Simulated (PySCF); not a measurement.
A series of related molecules

Method used: quadratic response CAM-B3LYP/aug-cc-pVDZ first hyperpolarisability, Taylor convention, gas phase in PySCF. Geometry: PBE0-D3(BJ)/def2-SVP.

Each molecule in one low-energy conformer. The parent is c1ccc2[se]nnc2c1.

The calculation is non-relativistic, which matters for the atoms heavier than Zn.

Problem. How does the norm of the vector part βᵢ = ⅓ Σⱼ (βᵢⱼⱼ + βⱼᵢⱼ + βⱼⱼᵢ) of the static first hyperpolarisability change along this series?
- c1ccc2[se]nnc2c1 (base)
- c1cc2[se]nnc2cn1 (CH replaced by N)
- c1cc2nn[se]c2cn1 (CH replaced by N)
- Clc1cccc2[se]nnc12 (H replaced by Cl)

Solution. 
```
          molecule  static β vector norm (au)  static β HRS (au)  S1 (eV)
  c1ccc2[se]nnc2c1                        222                 87     3.64
  c1cc2[se]nnc2cn1                        244                 96     3.67
  c1cc2nn[se]c2cn1                        217                 84     3.52
Clc1cccc2[se]nnc12                        460                176     3.57
```
The norm of the vector part βᵢ = ⅓ Σⱼ (βᵢⱼⱼ + βⱼᵢⱼ + βⱼⱼᵢ) of the static first hyperpolarisability is lowest for c1cc2nn[se]c2cn1 and highest for Clc1cccc2[se]nnc12.
